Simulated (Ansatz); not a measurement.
Reaction (SMILES): F[Si]F (closed-shell singlet) → 2 F atom + Si atom
B3LYP-D3(BJ)/def2-TZVP geometries, fixed; electronic energies without zero-point terms.

The atomisation energy at CCSD(T) with Ansatz (a quantum-chemistry and plane-wave program), in kcal/mol, split into its Hartree-Fock and correlation parts. Cores are frozen. A restricted Hartree-Fock determinant is unstable towards unrestricted orbitals. Open shells are unrestricted. No added dispersion term, no relativity. Functions are those of the species that has most.

```json
[
 {"basis": "aug-cc-pV(D+d)Z", "X": "2", "functions": "78", "Hartree-Fock": "202.57", "CCSD(T)": "273.37"},
 {"basis": "aug-cc-pV(T+d)Z", "X": "3", "functions": "147", "Hartree-Fock": "211.51", "CCSD(T)": "290.54"},
 {"basis": "aug-cc-pV(Q+d)Z", "X": "4", "functions": "249", "Hartree-Fock": "213.28", "CCSD(T)": "296.56"}
]
```

Worked estimate of the basis-set limit from each neighbouring pair, with Hartree-Fock from the larger set and the correlation part extrapolated as X^-3.
Correlation parts: X = 2: 70.80, X = 3: 79.03, X = 4: 83.28.
- (2,3): (27·(79.03) - 8·(70.80))/19 = 82.50; with Hartree-Fock 211.51 the estimate is 294.01 kcal/mol.
- (3,4): (64·(83.28) - 27·(79.03))/37 = 86.38; with Hartree-Fock 213.28 the estimate is 299.66 kcal/mol.
The last two estimates differ by 5.66 kcal/mol; the largest set lies 3.10 from the last. Over the last step Hartree-Fock moves by 1.77 and the correlation part by 4.25.
